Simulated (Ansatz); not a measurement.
Reaction (formal hydrolysis of a B–F bond): `FBC[SiH3]` + H₂O → `OBC[SiH3]` + H–F

Computed with Ansatz on PBE0-D4/def2-TZVP structures; ΔE is electronic, products minus reactants. CBS: MP2 limit from def2 TZ/QZ plus the TZ coupled-cluster correction, frozen cores. This one scheme is used for every species. DFT in def2-TZVPP. One conformer a species, not always the lowest.

```tsv
level	ΔE (kcal/mol)
r2SCAN-D4	1.9
r2SCAN0-D4	1.7
B2PLYP	1.9
revPBE	1.9
r2SCAN0	1.8
RPA@PBE/def2-TZVPP	1.4
CCSD/def2-TZVPP	1.5
MP2/CBS(def2)	0.8
```

Q: What does CCSD(T)/CBS give? (Estimate.)

A: Computed: +1.3 kcal/mol. The listed levels differ from it by 0.6, 0.4, 0.6, 0.6, 0.5, 0.1, 0.2, -0.5 kcal/mol.

Largest T1 diagnostic among the species: 0.012.

Leaving LDA and LC-ωPBE aside and taking each functional with its dispersion term where it has one, the values, not all of them listed here, spread over 1.5 kcal/mol, from revPBE-D4 to B97M-V. LDA lies −1.3 kcal/mol from PBE without D4. In def2-TZVPP, CCSD(T) changes the Hartree–Fock value by −2.6 kcal/mol (the triples alone add −0.4 kcal/mol) and MP2 by −3.1 kcal/mol. At CCSD(T), def2-SVP lies −1.0 kcal/mol from the extrapolated value and def2-TZVPP −0.1 kcal/mol.
